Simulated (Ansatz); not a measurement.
Stepwise reaction of `[SiH3]N[SiH3]` with hydrogen chloride, as a gas-phase model of exchange steps in deposition or etching. ΔE in kJ/mol.

Isolated molecules relaxed with PBE0-D4/def2-TZVP in Ansatz; ΔE leaves out vibrations. CCSD(T)/CBS is the MP2 limit (def2-TZVPP, def2-QZVPP) plus CCSD(T) − MP2 in def2-TZVPP, frozen cores. This one scheme is used for every species. DFT in def2-TZVPP. B3LYP here is the variant with VWN-RPA as its local correlation; programs differ in this. One conformer a species, not always the lowest.

```json
{"step": "2", "reaction": "`[SiH3]N[SiH2]Cl` + HCl → `[SiH3]N[SiH](Cl)Cl` + H₂", "PBE-D4": "-84.5", "B3LYP-D4": "-82.9", "ωB97M-V": "-85.1", "CCSD(T)/CBS": "-83.6"}
```

**Question.** Give the row of step 1, `[SiH3]N[SiH3]` + HCl → `[SiH3]N[SiH2]Cl` + H₂. (Estimate.)

**Answer.** Ansatz gave: 
| step | reaction | PBE-D4 | B3LYP-D4 | ωB97M-V | CCSD(T)/CBS |
| --- | --- | --- | --- | --- | --- |
| 1 | `[SiH3]N[SiH3]` + HCl → `[SiH3]N[SiH2]Cl` + H₂ | -93.8 | -92.5 | -94.0 | -93.5 |

**Question.** By hand: ΔE of the 2 steps together at CCSD(T)/CBS.

**Answer.** (-93.5) + (-83.6) = -177.1 kJ/mol, or -88.5 kJ/mol a step.

In ΔE each step is higher than the one before. All are downhill at CCSD(T)/CBS. PBE-D4 differs from CCSD(T)/CBS by -0.9 to -0.3 kJ/mol a step. Isolated molecules leave out the surface, adducts and barriers. Largest T1 diagnostic: 0.010.
